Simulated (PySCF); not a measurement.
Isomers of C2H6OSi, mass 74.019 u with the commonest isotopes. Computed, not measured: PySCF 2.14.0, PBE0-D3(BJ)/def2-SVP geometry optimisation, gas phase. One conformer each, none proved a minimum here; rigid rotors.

Question: Order these by rotational constant B, smallest first.
A. `[CH3:1][SiH2:2][CH:3]=[O:4]` with C1–Si2–C3–O4 -1°
B. `[CH2:1]=[CH:2][O:3][SiH3:4]` with C1–C2–O3–Si4 -2°
C. `[CH2:1]=[CH:2][SiH2:3][OH:4]` with C1–C2–Si3–O4 9°, C2–Si3–O4–H 68°

Answer: B (3762 MHz), A (4058 MHz), C (4198 MHz).

Question: Order these by out-of-plane moment Σ m c² = (Ia + Ib − Ic)/2, smallest first.
A. `[CH3:1][SiH2:2][CH:3]=[O:4]` with C1–Si2–C3–O4 -1°
B. `[CH2:1]=[CH:2][O:3][SiH3:4]` with C1–C2–O3–Si4 -2°
C. `[CH2:1]=[CH:2][SiH2:3][OH:4]` with C1–C2–Si3–O4 9°, C2–Si3–O4–H 68°
D. `[OH:1][SiH:2]1[CH2:3][CH2:4]1` with H–O1–Si2–C3 33°

Answer: B (3.00 u·Å²), C (3.81 u·Å²), A (4.54 u·Å²), D (17.24 u·Å²).

Question: Order these by rotational constant A, largest first.
A. `[CH3:1][SiH2:2][CH:3]=[O:4]` with C1–Si2–C3–O4 -1°
B. `[CH2:1]=[CH:2][O:3][SiH3:4]` with C1–C2–O3–Si4 -2°
C. `[CH2:1]=[CH:2][SiH2:3][OH:4]` with C1–C2–Si3–O4 9°, C2–Si3–O4–H 68°
D. `[OH:1][SiH:2]1[CH2:3][CH2:4]1` with H–O1–Si2–C3 33°
E. `C(C)(=O)[SiH3]`

Answer: B (15267 MHz), D (13145 MHz), C (10796 MHz), A (9833 MHz), E (9428 MHz).

```csv
SMILES,point group,Ia (u·Å²),Ib (u·Å²),Ic (u·Å²),κ,μa (D),μb (D),μc (D)
C=C[SiH2]O,–,46.81,120.38,159.58,-0.73,1.03,0.29,1.28
C=CO[SiH3],–,33.10,134.33,161.43,-0.90,0.17,0.51,0.03
O[SiH]1CC1,Cs,38.45,119.68,123.64,-0.97,0.45,0.06,1.20
C[SiH2]C=O,Cs,51.40,124.53,166.86,-0.70,1.44,1.00,0.01
CC(=O)[SiH3],near Cs,53.61,122.42,166.89,-0.66,0.27,2.34,0.05
```
